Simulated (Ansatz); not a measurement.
`C[O][GeH]([F])[AlH2]` and `C[O][GeH]([F])[SeH]` differ in one atom or group.

Ansatz, PBE0-D4/def2-TZVP geometries, multiplicity 1. Each molecule was computed in one conformer, which needn't be the lowest.

Scalar relativity is left out up to krypton.

```tsv
property	`C[O][GeH]([F])[AlH2]`
HOMO energy (PBE/def2-TZVPP) / eV	-6.51
HOMO energy (ωB97M-V/def2-TZVPP) / eV	-9.96
LUMO energy (ωB97M-V/def2-TZVPP) / eV	-0.77
LUMO energy (PBE/def2-TZVPP) / eV	-3.19
HOMO energy (B3LYP/def2-TZVPP) / eV	-7.70
HOMO–LUMO gap (B3LYP/def2-TZVPP) / eV	5.08
```

Task: What does the change do to each property? (Best estimate.)

Result: The calculation gave: 
| property | `C[O][GeH]([F])[SeH]` | shift |
| --- | --- | --- |
| HOMO energy (PBE/def2-TZVPP) / eV | -6.32 | 0.19 |
| HOMO energy (ωB97M-V/def2-TZVPP) / eV | -9.71 | 0.25 |
| LUMO energy (ωB97M-V/def2-TZVPP) / eV | 1.36 | 2.13 |
| LUMO energy (PBE/def2-TZVPP) / eV | -1.52 | 1.67 |
| HOMO energy (B3LYP/def2-TZVPP) / eV | -7.27 | 0.43 |
| HOMO–LUMO gap (B3LYP/def2-TZVPP) / eV | 6.38 | 1.30 |

With PBE0 the HOMO rises by 0.38 eV and the LUMO rises by 1.83 eV, so the gap widens by about 1.45 eV. PBE moves the HOMO by 0.19 eV and ωB97M-V by 0.25 eV.

B3LYP here is the variant with VWN-RPA as its local correlation; programs differ in this.

Spin–orbit coupling is left out; it splits and shifts lone-pair levels of the heavy atoms by tenths of an eV.
